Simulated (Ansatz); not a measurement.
CH4BFGe, relaxed with RKS PBE0-D4/def2-TZVP in Ansatz from a PBE-D4/def2-SVP geometry. The force threshold is 0.005 eV/Å; the program also tests the step.

Total charge 0; spin multiplicity 1. The bonds changed during the relaxation, so this is another structure than the one it started from.

Start:

```xyz
8

F     1.859    1.559    1.040
C     1.111    0.634    0.428
B    -0.372    0.663    0.410
Ge   -0.950   -0.903   -0.595
H     1.769   -0.127   -0.041
H    -1.099    1.486    0.917
H     0.063   -1.911   -1.215
H    -2.381   -1.403   -0.943
```

```
step  energy (eV)  largest force (eV/Å)  largest move (Å)
   1  -61001.3512                 0.634             0.000
   2  -61001.3785                 0.178             0.041
   3  -61001.3787                 0.171             0.023
   4  -61001.3807                 0.074             0.020
   5  -61001.3811                 0.014             0.004
   6  -61001.3812                 0.012             0.004
   7  -61001.3812                 0.003             0.008
```

End:

```xyz
8

F     1.860    1.516    1.011
C     1.080    0.617    0.417
B    -0.383    0.676    0.419
Ge   -0.933   -0.884   -0.584
H     1.702   -0.145   -0.053
H    -1.087    1.492    0.921
H     0.096   -1.863   -1.183
H    -2.335   -1.409   -0.947
```

Run time 18 s (4 threads of a server CPU on a shared host); peak host memory 0.37 GiB.
